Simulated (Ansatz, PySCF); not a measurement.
Se(F)(OSiH3) (FH₃OSeSi), SMILES F[Se]O[SiH3]. Atoms are numbered in the order given.

```xyz
7

Se    -0.2100     0.5556     0.7856
F     -1.8528     0.2784     0.1247
O      0.6609    -0.8540     0.0765
Si     1.0676    -0.8532    -1.5931
H     -0.1368    -1.1807    -2.4254
H      2.1033    -1.9282    -1.7305
H      1.6161     0.4898    -1.9846
```
Charge 0, spin multiplicity 1.

Geometry: PBE-D3(BJ)/def2-SVP. A frequency run showed that this geometry is not a minimum. One conformer was computed; it need not be the lowest.

Vertical ionisation energy (IE) and electron affinity (EA) in eV. Rows of orbital energies are one-electron estimates. Where ΔSCF, EOM or ADC give a negative EA the extra electron is unbound and the value depends on the basis.

```tsv
level	IE	EA
−ε(HOMO), −ε(LUMO), PBE0/def2-TZVP (PySCF)	6.86	1.99
−ε(HOMO), −ε(LUMO), PBE/def2-TZVP (PySCF)	5.51	2.96
ΔSCF, CAM-B3LYP/def2-SVPD (Ansatz), final states of multiplicity 2 and 2	9.49	0.23
ΔSCF, PBE/def2-SVPD (Ansatz), final states of multiplicity 2 and 2	9.05	0.29
```

### Question
What vertical singlet–triplet gap does ΔSCF give with CAM-B3LYP/def2-SVPD (Ansatz, an electronic-structure program) and with PBE/def2-SVPD (Ansatz)? (Estimate from the structure and the level; the computed values follow.)

### Answer
2.35 and 2.18 eV (triplet above singlet where positive).
